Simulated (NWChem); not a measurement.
Species: Si2H5O2F; SMILES O[Si](O)(F)[SiH3]

```xyz
10

O     -1.4264    -0.9048    -0.7092
Si    -0.0196    -0.4235    -0.0113
O      0.0915    -1.1680     1.4615
F      1.2614    -0.9243    -0.8836
Si     0.0160     1.9050     0.0448
H     -1.6841    -1.8250    -0.5865
H      0.9652    -1.2555     1.8537
H      1.2963     2.3630     0.6676
H     -0.0756     2.4656    -1.3361
H     -1.1242     2.4122     0.8654
```
Atoms are numbered in this order, from 1.

Computed with NWChem. Medium grid unless said otherwise, to which SCAN and Minnesota functionals are sensitive. Coordinates come from a PBE0/def2-SVP optimisation. Hybrids' shares of exact exchange are those that their runs print; pure functionals count as 0. The functionals differ in more than this share.

| row | share of exact exchange | orbital gap (eV) |
|---|---|---|
| PBE/def2-SVP | 0.00 | 6.58 |
| LDA (Slater exchange, VWN5)/def2-SVP | 0.00 | 6.52 |
| B3LYP/def2-SVP | 0.20 | 8.39 |
| M06-2X/def2-SVP | 0.54 | withheld |
| Hartree-Fock/def2-SVP | 1.00 | 15.32 |

Q: Fit a straight line of the last column on the one before it, predict the withheld value, and compare with the run.

A: 
1. Means of the 4 shown rows: x = 0.300, y = 9.203. Slope Σ(x − x̄)(y − ȳ)/Σ(x − x̄)² = 5.955/0.6800 = 8.757; intercept 6.575.
2. The shown rows scatter about the line by 0.043 (root mean square); the largest residual is +0.06, at B3LYP/def2-SVP.
3. At x = 0.54 (M06-2X/def2-SVP; inside the shown range) the line gives 11.30.
4. The run gives 10.81, -0.49 from the line, 11.5 times the scatter.
